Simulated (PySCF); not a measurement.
**Electronic structure of V⁺ (vanadium, charge +1) at the UHF level**

Configuration: [Ar] 3d4, high-spin 5D determinant. Calculation: PySCF 2.14, in x2c-TZVPall (6s5p4d1f, 48 functions); scalar relativity by spin-free X2C-1e.

| Item | Value |
| --- | --- |
| Total energy | -947.906069 hartree |
| One-electron energy | -1299.1901 hartree |
| Hartree (Coulomb) energy | 395.9836 hartree |
| Exchange energy | -44.6995 hartree |
| ⟨S²⟩ | 6.0009 |
| ⟨L²⟩ | 6.018 |
| Sum of ⟨r⟩ | 16.36 bohr |
| Sum of ⟨r²⟩ | 21.69 bohr² |
| Traceless quadrupole moment −½Σ⟨3z² − r²⟩ along its main axis | -0.917 e·bohr² |
| Langevin diamagnetic susceptibility | -17.2 ×10⁻⁶ cm³/mol |
| Time after the integrals | 0.23 s of wall time on 1 thread of Neoverse-V1 (shared host) |

| shell | electrons | mean orbital energy (hartree) | spread (hartree) | rms radius, mean of both spins (bohr) |
| --- | --- | --- | --- | --- |
| 1s β | 1 | -202.95716 | 0 | 0.0768 |
| 1s α | 1 | -202.95636 | 0 | 0.0768 |
| 2s α | 1 | -24.24108 | 0 | 0.332 |
| 2s β | 1 | -24.17630 | 0 | 0.332 |
| 2p α | 3 | -20.15173 | 0.00205 | 0.303 |
| 2p β | 3 | -20.08613 | 0.02108 | 0.303 |
| 3s α | 1 | -3.41579 | 0 | 1.03 |
| 3s β | 1 | -3.16669 | 0 | 1.03 |
| 3p α | 3 | -2.26698 | 0.03736 | 1.13 |
| 3p β | 3 | -1.95595 | 0.06087 | 1.13 |
| 3d α | 4 | -0.58156 | 0.05488 | 1.67 |

Densities and radii are taken from the X2C orbitals without a picture-change correction, which distorts them close to the nucleus.
